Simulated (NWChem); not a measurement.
BH₃Se; SMILES B[SeH]

```xyz
5

B      0.0022     1.5416     0.0000
H     -1.0747     2.0982     0.0000
H      1.0566     2.1353     0.0000
Se    -0.0679    -0.3650     0.0000
H      1.3977    -0.6186     0.0000
```
Atoms are numbered in this order, from 1.

Results from NWChem. Pople sets run with spherical d functions. Geometry: optimised at PBE-D3(BJ)/def2-SVP. Vzz is the largest principal value of the second derivative of the potential at the nucleus (NWChem prints the opposite sign); η is the asymmetry. Non-relativistic.

```csv
level,Vzz B1 (a.u.),η B1,Vzz Se4 (a.u.),η Se4
PBE/6-31G*,0.402,0.49,2.975,0.37
PBE/def2-TZVP,[?],[?],[?],[?]
CAM-B3LYP/def2-TZVP,0.503,0.39,3.448,0.41
CAM-B3LYP/def2-SVP,0.441,0.33,3.642,0.41
```

Q: What belongs in the gaps?

A: 
- PBE/def2-TZVP, Vzz B1 (a.u.): 0.456
- PBE/def2-TZVP, η B1: 0.43
- PBE/def2-TZVP, Vzz Se4 (a.u.): 3.056
- PBE/def2-TZVP, η Se4: 0.32
